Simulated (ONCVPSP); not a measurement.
**Potentials for Bi compared**

Generated with ld1.x 7.5 (TM, RRKJ, ultrasoft, PAW), atompaw 4.2 or ONCVPSP 4.0.1. The cutoff is in Ry: for ld1.x and atompaw files where the sum of valence levels is converged to 10 mRy in a Bessel basis, for ONCV files where the hardest occupied wave has 1 mHa per electron of residual kinetic energy. The error is the largest all-electron minus pseudo excitation energy over each file’s own four to seven test configurations (ionisations up to +4, promotions, holes and added fractions of an electron), all of which were solved. The labels leave out finer settings (local radius, basis sizes, second energies), which also bear on the numbers. Spin-polarised tests are not counted. The rows are a selection from randomly drawn settings: files with unsolved tests, undetermined cutoffs or missed reference levels are left out.

| potential | cutoff (Ry) | largest error (meV) | bound ghosts |
| --- | --- | --- | --- |
| ONCV, PBE, scalar-relativistic, rc 1.35/1.60/1.70 (spd), local smoothed, core correction yes, reference 5s2 5p6 5d10 6s2 6p1, qcut 9/6.7/10.7, projectors 2/2/2 | 65 | -33 | none |
| ONCV, PBEsol, scalar-relativistic, rc 1.25/1.80/1.35 (spd), local smoothed, core correction yes, reference 5s2 5p6 5d10 6s2 6p3, qcut 8.2/9/6.9, projectors 2/2/2 | 118 | -294 | none |
| ONCV, PBE, scalar-relativistic, rc 1.25/1.80/1.35 (spd), local smoothed, core correction yes, reference 5s2 5p6 5d10 6s2 6p2.5, qcut 11/9.3/6.6, projectors 2/2/2 | 87 | -208 | none |
| ONCV, LDA (Perdew-Wang 92), fully relativistic, rc 1.40/1.85/1.95/2.00 (spdf), local smoothed, core correction yes, reference 5s2 5p6 5d10 6s2 6p2, qcut 6.8/9.5/7.4/6.2, projectors 2/2/1/2 | 145 | -18 | none |
| ONCV, PBEsol, scalar-relativistic, rc 1.50/1.25/1.15 (spd), local d, core correction yes, reference 5s2 5p6 5d10 6s2 6p3, qcut 7.4/13/8.1, projectors 2/2/0 | 113 | -47 | none |

(1) Fill in the row for Bi: ONCV, PBE, non-relativistic, rc 2.10/2.10 (sp), local p, core correction yes, reference 6s2 6p2, qcut 2.4/4.1, projectors 2/0.

(2) Fill in the row for Bi: ONCV, LDA (Perdew-Zunger), scalar-relativistic, rc 1.55/1.45/1.65 (spd), local smoothed, core correction yes, reference 5s2 5p6 5d10 6s2 6p2.75, qcut 7.6/11.4/11.2, projectors 3/2/2.

## Answers

(1) cutoff 40 Ry, largest error -92 meV, bound ghosts: none.

(2) cutoff 78 Ry, largest error -17 meV, bound ghosts: none.
